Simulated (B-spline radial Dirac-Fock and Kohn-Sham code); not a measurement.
Ge²⁺: photoemission with 121 eV photons

System: germanium as Ge²⁺, configuration [Ar] 3d10 4s2.

Model: a relativistic central-field model (Hartree-Slater potential of the initial state, Latter tail, multipole expansion of the photon field, Dirac-Fock thresholds). Program: an atomic code on a B-spline grid. The asymmetry parameter β is from the dipole term alone. Kinetic energies are from the vacuum level.

The last column is dσ/dΩ = σ/(4π) · [1 + β P₂(cos θ)] at θ = 90° from the polarisation vector of linearly polarised light.

```csv
subshell,electrons,binding (eV),kinetic (eV),σ (kb),β,dσ/dΩ (kb/sr)
3d3/2,4,58.64,62.36,3000,0.46,184
3d5/2,6,58.09,62.91,?,?,?
4s,2,32.19,88.81,85.7,2.00,≈ 0
```

Question: What are σ and β for 3d5/2?

Answer: σ = 4520 kb, the largest of all subshells and 59 % of the total, and β = 0.48, which gives dσ/dΩ = 273 kb/sr.

At such low photon energies correlation between channels can change these cross sections by tens of per cent.

Run: 2.2 s of CPU time on 1 thread of Intel(R) Xeon(R) 6975P-C (shared host), peak memory 0.38 GiB.

Values without a named source are computed, but for edge energies of neutral atoms, which are taken from tables.
